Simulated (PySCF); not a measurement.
Computed with TPSSh-D3(BJ)/def2-TZVP // PBE-D3(BJ)/def2-SVP in PySCF. All species are isolated molecules in the gas phase. One relaxed conformer stands for a flexible species; it need not be the lowest. 

Reference species: [Au(H2O)(OH)] (neutral, multiplicity 1).

The HOMO–LUMO gap is 4.06 eV. The LUMO comes out as -1.63 eV, the mean distance from the central atom to its bonded neighbours is 2.061 Å and the coordination number is 2.

Changed species: [Au(CNH)(H)] (L = CNH, X = H; the reference has L = H2O, X = OH).

Question: Give the shifts of the HOMO–LUMO gap, LUMO, mean distance from the central atom to its bonded neighbours and coordination number.

Answer: the HOMO–LUMO gap increases by 0.74 eV, to 4.80 eV; the LUMO falls by 0.06 eV, to -1.69 eV; the mean distance from the central atom to its bonded neighbours falls by 0.255 Å, to 1.806 Å; the coordination number hardly moves.
